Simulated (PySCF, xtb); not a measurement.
Si(H)2(I)(OH) (H3IOSi), SMILES O[SiH2]I. Other conformers were not sampled.

Harmonic wavenumbers (cm⁻¹) from GFN2-xTB (xtb) at its own minimum, in rising order: 171, 263, 395, 516, 598, 740, 766, 773, 931, 2349, 2430, 3663.

Q: What does PySCF with B3LYP-D3(BJ)/def2-SVP give at its own minimum? (An estimate is asked for; the answer gives what the named calculation found.)

A: 169, 275, 359, 563, 712, 820, 885, 911, 962, 2236, 2289, 3866. Paired by order, the mean absolute difference is 86 cm⁻¹ and the zero-point energies are 19.4 and 20.1 kcal/mol.
